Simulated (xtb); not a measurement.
C₅H₇F, SMILES C=CCC(=C)F. All values are semi-empirical tight-binding results from xtb (GFN2-xTB unless named), good for trends rather than for accurate numbers. Geometry optimised at GFN2-xTB. One conformer was computed; it need not be the lowest.

Optimised geometry:

```xyz
13

C      2.4402     0.3744     0.1850
C      1.3707    -0.3429     0.4684
C      0.0506     0.2394     0.8907
C     -0.9947    -0.0679    -0.1366
C     -1.9491    -0.9763    -0.0777
F     -0.8754     0.6973    -1.2477
H      2.4367     1.4502     0.2509
H      3.3653    -0.0812    -0.1239
H      1.3880    -1.4218     0.3869
H     -0.2570    -0.1905     1.8454
H      0.1424     1.3228     0.9928
H     -2.0668    -1.5962     0.7904
H     -2.6362    -1.1191    -0.8921
```
Charge 0, spin multiplicity 1.

Computed properties:
The orbital gap is 5.03 eV and the dipole moment is 2.05 D. The zero-point energy comes out as 64.6 kcal/mol and the G − E(el) at 298.15 K (modified RRHO) is 45.2 kcal/mol. The static polarisability (D4 model) is 62.3 bohr³ and the solvation energy, GFN2-xTB/ALPB(water) comes out as -2.2 kcal/mol. The solvation energy, GFN2-xTB/ALPB(chcl3) comes out as -5.4 kcal/mol.

Computed IR lines (harmonic; lines under 4 % of the strongest left out, lines within 3 cm⁻¹ merged):
ν (cm⁻¹): 449 (w), 534 (w), 658 (w), 722 (w), 863 (s), 877 (m), 902 (m), 911 (m), 932 (m), 976 (w), 1022 (m), 1084 (w), 1171 (m), 1232 (vs), 1263 (m), 1296 (m), 1444 (w), 1714 (s), 1732 (vs), 2986 (s), 3061 (s), 3101 (m), 3129 (s), 3171 (m) (against the strongest line: vs over 80 %, s over 45 %, m over 15 %, w over 4 %, vw less)

Q: Give the atomic charges and the Wiberg bond orders between heavy atoms. (An estimate is asked for; the answer gives what the named calculation found.)

A: charges (e) C1 -0.09, C2 -0.02, C3 -0.07, C4 0.17, C5 -0.12, F6 -0.23, H7 0.04, H8 0.04, H9 0.04, H10 0.06, H11 0.07, H12 0.05, H13 0.06. Bond orders C1–C2 1.98, C2–C3 1.00, C3–C4 1.00, C4–C5 1.89, C4–F6 0.95.
